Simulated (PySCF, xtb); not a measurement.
F3H2NTi, SMILES [Ti]([F])([F])([F])[NH2], multiplicity 1.

GFN2-xTB in xtb at its own geometry gives an orbital gap of 3.15 eV and a dipole moment of 2.69 D.

The structure is a stationary point at PBE-D3(BJ)/def2-SVP. The multiplicity is an assumed one; no other spin state was optimised. The structure was generated by enumeration; whether it is a known compound was not checked. The values are those of a single conformer.

Task: What does PySCF with PBE/def2-TZVP give? (Estimate from the structure and the level; the computed values follow.)

Result: gap 3.52 eV (levels -7.04 and -3.52 eV), dipole 2.81 D.
